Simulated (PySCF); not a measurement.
Cl₂Pb (SMILES [Cl][Pb][Cl]), singlet, at a GFN2-xTB geometry (such geometries of metal compounds can be far from the true shape) (core potentials on Pb). Base run: M062X/def2-SVP (PySCF).

The PySCF input:
```python
from pyscf import gto, scf, dft

mol = gto.Mole()
mol.atom = '''
    Pb    0.007651   -0.011172    0.463444
    Cl    1.261912    1.446514   -1.104634
    Cl   -1.298818   -1.392625   -1.130800
'''
mol.basis = 'def2-svp'
mol.ecp = {'Pb': 'def2-svp'}
mol.charge = 0
mol.spin = 0
mol.verbose = 4
mol.build()

mf = dft.RKS(mol)
mf.xc = 'm062x'
mf.kernel()
```

Each row names what was changed in the base input (with any setting that the change needs).

| change | ΔE vs base (mEh) | fitting functions | dipole (D) | outcome |
|---|---|---|---|---|
| base | 0.000 | - | 4.88 | converged |
| auxbasis = def2-universal-jfit | 3612.7 | 160 | 4.60 | converged |
| auxbasis = even-tempered beta=1.6 | 0.106 | 755 | 4.88 | converged |
| auxbasis = def2-tzvp-ri | - | - | - | input refused |
| auxbasis = def2-universal-jkfit | 0.031 | 507 | 4.88 | converged |
| auxbasis = even-tempered beta=3.0 | -7.682 | 345 | 4.84 | converged |
| only_dfj = on; auxbasis = def2-universal-jfit | -0.340 | 160 | 4.88 | converged |
| auxbasis = autoaux | 0.139 | 519 | 4.88 | converged |
| auxbasis = default (with mf = mf.density_fit()) | 0.031 | 507 | 4.88 | converged |
| auxbasis = even-tempered beta=2.0 | 0.203 | 522 | 4.87 | converged |

A fitting set is made for a task (jfit for Coulomb, jkfit for Coulomb and exchange, ri for correlation) and for a family of orbital bases.

- auxbasis = def2-tzvp-ri: ended with `pyscf.lib.exceptions.BasisNotFoundError: Basis set not found for Pb in def2-tzvp-ri`
